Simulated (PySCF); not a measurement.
Cost of one run: geometry optimisation, `CC(Cl)(Cl)Br`.

Method: PBE0-D3(BJ)/def2-SVP geometry optimisation, gas phase (PySCF 2.14.0). Work: geometry optimisation from a GFN2-xTB start shaken at random, density fitting. A driver script takes a list of jobs; this job's settings line and coordinates (Å) are shown.

Command:
```bash
OMP_NUM_THREADS=1 python probes_run.py task.json out
```

Input:
```
{"job": {"xc": "PBE0", "basis": "def2-SVP", "d3": "d3bj", "grid": 1, "shake": 0.01, "kind": "geom"}, "charge": 0, "multiplicity": 1}
C      0.871600    -0.025490    -0.110150
C     -0.650050    -0.049940     0.069370
Cl    -1.474730    -0.612010    -1.418270
Cl    -1.050790    -1.130610     1.406850
Br    -1.313510     1.757070     0.485100
H      1.320940     0.358890     0.797420
H      1.112560     0.673120    -0.930070
H      1.239120    -0.990170    -0.352710
```

Hardware: one thread of an Arm Neoverse V2, no GPU, on a shared host. PySCF's memory limit was set to 3200 MB.

How large is the basis?

111 functions.

Estimate the wall time.

About 37 s. The run took 8 energy-and-gradient evaluations and 51 SCF cycles, 4.6 s an evaluation on average.

Estimate the peak memory.

About 0.46 GiB. Peak memory is the resident size of the whole Python process, interpreter and libraries included.

The output:
```
step   0  E = -3571.22057597  max force = 0.033055
step   1  E = -3571.22107631  max force = 0.007818
step   2  E = -3571.22232479  max force = 0.002824
step   3  E = -3571.22248888  max force = 0.001360
step   4  E = -3571.22257706  max force = 0.000839
step   5  E = -3571.22262237  max force = 0.000903
step   6  E = -3571.22263225  max force = 0.000628
step   7  E = -3571.22263410  max force = 0.000188
optimisation converged
```

Energies in Eh; «max force» is the largest Cartesian gradient component in Eh/bohr.

Other jobs ran on the host; a repeat could differ by tens of per cent or more.

The run converged: final energy -3571.22263 Eh after 7 steps; dipole 1.72 D.
